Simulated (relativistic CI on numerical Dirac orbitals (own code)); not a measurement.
## Slater and spin-orbit integrals, Xe²⁶⁺

Calculated at this level of theory: Dirac-Coulomb-Breit CI, separate exchange-only KLI orbitals for each configuration, QED by a radiative potential, unscaled Slater integrals (own radial code, finite nucleus).

Slater integrals F^k, G^k are unscaled and averaged over j, outside the closed core [Ne]; ζ comes from projecting the Hamiltonian with its Breit term on Σ l·s of the shell.

- 3s2.3p6.3d9.4s: ζ(3d) = 43265, G^2(3d,4s) = 37514 cm⁻¹; <r>(3d) = 0.2692, <r^2>(3d) = 0.08487, <r>(4s) = 0.6157, <r^2>(4s) = 0.4256 (bohr units).
- 3s2.3p6.3d9.4p: ζ(3d) = 43279, F^2(3d,4p) = 112970, G^1(3d,4p) = 36945, G^3(3d,4p) = 37135, ζ(4p) = 102350 cm⁻¹; <r>(3d) = 0.2692, <r^2>(3d) = 0.08489, <r>(4p) = 0.6297, <r^2>(4p) = 0.4479 (bohr units).
- 3s2.3p6.3d9.4d: ζ(3d) = 43257, F^2(3d,4d) = 115940, F^4(3d,4d) = 58172, G^0(3d,4d) = 37792, G^2(3d,4d) = 47415, G^4(3d,4d) = 37208, ζ(4d) = 12239 cm⁻¹; <r>(3d) = 0.2693, <r^2>(3d) = 0.08495, <r>(4d) = 0.6354, <r^2>(4d) = 0.4611 (bohr units).

Averages of the first 10 configurations, taken without configuration mixing, which lowers the lowest level and can move excited configurations by several eV; other configurations of the list can lie among them:

```
    Configuration  Parity  States  Average energy above the lowest level (eV)
     3s2.3p6.3d10    even       1                                         0.1
   3s2.3p6.3d9.4s    even      20                                       596.1
   3s2.3p6.3d9.4p     odd      60                                       662.0
   3s2.3p6.3d9.4d    even     100                                       756.4
   3s2.3p6.3d9.4f     odd     140                                       848.7
  3s2.3p5.3d10.4s     odd      12                                       871.3
  3s2.3p6.3d8.4s2    even      45                                      1217.3
  3s2.3p5.3d10.4p    even      36                                       937.4
3s2.3p6.3d8.4s.4p     odd     540                                      1279.0
   3s2.3p6.3d9.5s    even      20                                       969.6
```
